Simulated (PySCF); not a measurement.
Spectrum to structure. Computed with TDDFT CAM-B3LYP/def2-SVPD, vertical, gas phase, core orbitals frozen in the response in PySCF. Geometries: GFN2-xTB, one conformer each.

| state | E (eV) | f |
| --- | --- | --- |
| S1 | 7.20 | 0.0049 |
| S2 | 7.24 | 0.0054 |
| S3 | 7.42 | 0.015 |
| S4 | 7.47 | 0.0024 |
| S5 | 7.57 | 0.034 |
| S6 | 7.78 | 0.041 |
| S7 | 8.07 | 0.033 |
| S8 | 8.17 | 0.042 |

Triplets computed (Tamm–Dancoff): 6.91, 6.94, 7.01 eV.

Orbital energies (eV): HOMO-3 -11.06, HOMO-2 -10.45, HOMO-1 -9.28, HOMO -9.27, LUMO 1.00, LUMO+1 1.29, LUMO+2 1.45.

Problem. Which candidate is it?
A. `[SiH3]P[SiH2]CSC=C`
B. `C=CC[SiH2]S[SiH2]P`
C. `CC(=O)O[SiH2]C[SiH3]`
D. `O=C(CC[SiH3])O[SiH3]`
E. `O=[P@@H]1CC[C@@H]1[SiH3]`

Solution. E. Its S1, at 7.20 eV, is the highest among the candidates; the nearest of the others has S1 at 5.99 eV. S1 is HOMO→LUMO+1 (62%). Löwdin shares by element: HOMO (one of a set within 0.03 eV) oxygen 53%, phosphorus 16%, carbon 12% or more, hydrogen 8% or more; LUMO hydrogen 20% or more, silicon 17%, carbon 13% or more (atoms not listed hold the other 50%). At the same level the other candidates give, for their lowest levels:
- `O=C(CC[SiH3])O[SiH3]`: 5.99 eV (f 0.000); 7.51 eV (f 0.016); 7.69 eV (f 0.046); 7.96 eV (f 0.014); 8.12 eV (f 0.008); T1 5.53 eV; HOMO -9.54, LUMO 0.71 eV
- `CC(=O)O[SiH2]C[SiH3]`: 5.87 eV (f 0.001); 7.65 eV (f 0.037); 7.96 eV (f 0.059); 8.09 eV (f 0.045); 8.14 eV (f 0.020); T1 5.36 eV; HOMO -9.65, LUMO 0.82 eV
- `C=CSC[SiH2]P[SiH3]`: 5.33 eV (f 0.012); 5.69 eV (f 0.115); 5.79 eV (f 0.043); 6.20 eV (f 0.007); 6.24 eV (f 0.001); T1 3.95 eV; HOMO -7.48, LUMO 0.77 eV
- `C=CC[SiH2]S[SiH2]P`: 5.90 eV (f 0.012); 6.11 eV (f 0.008); 6.40 eV (f 0.002); 6.49 eV (f 0.008); 6.81 eV (f 0.037); T1 4.47 eV; HOMO -8.31, LUMO 0.69 eV
